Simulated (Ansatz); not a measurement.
`F[CH2][SnH3]` + `NBF` → `FBN[CH2][SnH3]` + H–F at 600 K and 1 bar (substitution at a C–F bond).

Gas-phase electronic energies from Ansatz, PBE0-D4/def2-TZVP geometries. CCSD(T)/CBS is the MP2 limit (def2-TZVPP, def2-QZVPP) plus CCSD(T) − MP2 in def2-TZVPP, frozen cores. This one scheme is used for every species. Elements past krypton have def2 core potentials. For Sn outer-core shells are correlated without core-valence functions, which leaves a few kJ/mol of doubt a bond. Each species was taken in one conformer, which may not be the lowest.

```json
{"species": "`F[CH2][SnH3]`", "CCSD(T)/CBS energy (Eh)": "-354.83026", "H − E (kJ/mol)": "177.3", "S (J/(mol·K))": "388.5"}
{"species": "`NBF`", "CCSD(T)/CBS energy (Eh)": "-181.19761", "H − E (kJ/mol)": "145.2", "S (J/(mol·K))": "305.2"}
{"species": "`FBN[CH2][SnH3]`", "CCSD(T)/CBS energy (Eh)": "-435.64520", "H − E (kJ/mol)": "282.2", "S (J/(mol·K))": "480.7"}
{"species": "H–F", "CCSD(T)/CBS energy (Eh)": "-100.39570", "H − E (kJ/mol)": "42.3", "S (J/(mol·K))": "194.0"}
```

H − E and S are ideal-gas, rigid-rotor, harmonic terms from PBE0-D4/def2-TZVP, for one conformer and one mirror image of each species. 1 Eh = 2625.50 kJ/mol, R = 8.31446 J/(mol·K).

Task: By hand: ΔE, ΔH, ΔS and ΔG.

Result: ΔE = (-435.64520) + (-100.39570) − (-354.83026) − (-181.19761) = -0.01303 Eh = -34.2 kJ/mol. Δ(H − E) = 282.2 + 42.3 − 177.3 − 145.2 = 2.0, so ΔH = -32.2 kJ/mol. ΔS = 480.7 + 194.0 − 388.5 − 305.2 = -19.0 J/(mol·K). ΔG = -32.2 − 600 × (-19.0)/1000 = -20.8 kJ/mol.

Task: By hand: the equilibrium constant, and the temperature at which ΔG would vanish if ΔH and ΔS stayed fixed.

Result: log₁₀ K = −ΔG/(RT ln 10) = 1.8. ΔG = 0 at ΔH/ΔS = 1695 K, though so small a ΔS makes that figure unsure.

TΔS isn't small against ΔH here. A doubt of 5 kJ/mol in ΔE shifts log₁₀ K by 0.4 here. Other conformers and mirror images would add mixing entropy, several J/(mol·K) or more a flexible species. Modes under 60 cm⁻¹, often nearly free rotors, make the harmonic entropy too high. These are equilibria of isolated gas molecules and say nothing of rates. Largest T1 diagnostic: 0.013 (customary marks: 0.02 for closed shells, 0.045 for open ones).
